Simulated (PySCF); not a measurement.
One molecule, many functionals

BFH₄N₂.
Bonds: N1–B2, B2–N3, B2–F4. Hydrogens: H5, H6 on N1; H7, H8 on N3.

Linear-response calculations in the def2-SVPD basis (PySCF; singlets by full response, triplets Tamm–Dancoff, core orbitals frozen in the response; HF means time-dependent Hartree–Fock). 'Strongest' is the level of largest summed f among the singlets computed (10 roots, of which the last may lack a degenerate partner); it can jump between rows when another state enters that window. S1 is the lowest singlet of each run and needn't be the same state throughout; f(S1) is that of one state. Geometry: PBE0-D3(BJ)/def2-SVP; no solvent, vibrations or thermal averaging.

```
functional                               kind  S1 (eV)  f(S1)  strongest (eV)  T1 (eV)  HOMO (eV)  gap (eV)  ionisation energy, ΔSCF (eV)
       LDA                                LDA     5.60  0.000            8.17     5.45      -5.98      5.55                          9.63
       PBE                                GGA     5.45  0.000            8.22     5.26      -5.81      5.40                          9.37
     B3LYP  global hybrid, 20% exact exchange     5.91  0.000            8.67     5.70      -7.01      6.95                          9.61
      PBE0  global hybrid, 25% exact exchange     6.18  0.000            8.82     5.95      -7.24      7.50                          9.59
 BHandHLYP  global hybrid, 50% exact exchange     6.58  0.000            9.35     6.30      -8.61      9.27                          9.68
 CAM-B3LYP             range-separated hybrid     6.26  0.000            8.90     6.02      -8.70      9.51                          9.80
   wB97X-D             range-separated hybrid     6.52  0.000            9.00     6.36      -9.18     10.98                          9.74
   LC-wPBE             range-separated hybrid     6.90  0.000            9.13     6.60     -10.10     11.93                          9.98
        HF                       Hartree–Fock     7.41  0.000           10.46     6.97     -10.77     12.80                   not settled
```

S1 runs from 5.45 eV (PBE) to 7.41 eV (HF), a spread of 1.96 eV, while the orbital gap spreads over 7.4 eV. Along PBE (0%), B3LYP (20%), PBE0 (25%), BHandHLYP (50%), HF (100%) S1 rises with the share of exact exchange. −ε(HOMO) comes closest to its own ΔSCF ionisation energy with LC-wPBE (+0.12 eV) and misses most with LDA (-3.65 eV). 'Not settled' means that the ion's SCF failed to converge or may have ended in another state than the lowest.

Without π bonds the low states are Rydberg-like; a valence basis with one diffuse set may place them up to an eV too high.
